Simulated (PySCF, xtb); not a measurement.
(3S)-3-sulfanylbutan-2-one (C4H8OS), SMILES [C@@H](C)(S)C(=O)C.

GFN2-xTB (xtb 6.7.1) at its own geometry gives an orbital gap of 3.01 eV and a dipole moment of 4.32 D.

The structure is a stationary point at B3LYP-D3(BJ)/def2-SVP. The values are those of a single conformer.

Q: What does PBE/def2-TZVP run with PySCF give? (Estimate from the structure and the level; the computed values follow.)

A: gap 3.59 eV (levels -5.54 and -1.95 eV), dipole 3.23 D.
